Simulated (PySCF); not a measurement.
**From computed data to an observable: oscillator strength and radiative lifetime**

C2H6ClGe, SMILES [CH3][Ge]([CH3])[Cl] (connectivity only; charge and spin as stated), charge +1, multiplicity 1.

Coordinates come from a B3LYP-D3(BJ)/def2-SVP optimisation. The spin state was assumed, not searched. The isomer is the one that the SMILES or the coordinates give; other isomers of the formula were not compared.

TDA-M06-2X/def2-SVPD run with PySCF puts the first singlet state with f over 0.02 at 6.48 eV (vertical), with the transition dipole (-0.088, 0.622, -0.171) in atomic units.

**Question.** Find the oscillator strength, the wavelength and the radiative lifetime that this transition would have in vacuum if emission retraced absorption.

**Answer.** 
|μ|² = 0.4239 au, so |μ| = 1.65 D. ΔE = 6.48/27.211 = 0.2381 hartree. f = (2/3) ΔE |μ|² = 0.067 (the program prints 0.067).
λ = 1239.84/6.48 = 191 nm; ν = 52265 cm⁻¹.
Einstein's coefficient A = 0.6670 ν² f s⁻¹ (ν in cm⁻¹) = 1.2e8 s⁻¹, so τ = 1/A = 8.2 ns. This state is S3; the lower singlets have f = 0.000, 0.000. The figure is the radiative limit of this one transition; relaxation, internal conversion, crossing to triplets and a medium change what is measured.
